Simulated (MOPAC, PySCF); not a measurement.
Stepwise substitution at one centre (Ge F-H). Gas-phase values, no solvent. Strings in code marks are SMILES.

Quantity: redistribution energy (mixed species minus the weighted end members), in kcal/mol. Semi-empirical values (MOPAC) are differences of heats of formation.

Level 1: B3LYP/LANL2DZ // r2SCAN-D4/def2-TZVP (PySCF)
Level 2: frozen-core MP2/6-31G* // r2SCAN-D4/def2-TZVP (PySCF)
Level 3: PM6 // r2SCAN-D4/def2-TZVP (MOPAC)
Level 4: PM7 // r2SCAN-D4/def2-TZVP (MOPAC)

```csv
species,level 2,level 3,level 4
1 of 4 F replaced by H: `[F][GeH]([F])[F]`,-2.86,-0.22,-2.21
2 of 4 F replaced by H: `[F][GeH2][F]`,0.23,5.36,0.53
3 of 4 F replaced by H: `[F][GeH3]`,3.14,8.12,2.61
```

Problem. What does level 1 give for each, and how far do the other levels lie from it on average?

Solution. 
- 1 of 4 F replaced by H: `[F][GeH]([F])[F]`: -5.50
- 2 of 4 F replaced by H: `[F][GeH2][F]`: -3.68
- 3 of 4 F replaced by H: `[F][GeH3]`: -0.03
Mean absolute difference from level 1, which has limits of its own, over these rows (drawn at random from the members that have all these levels): level 2 3.24 kcal/mol, level 3 7.49 kcal/mol, level 4 3.38 kcal/mol.
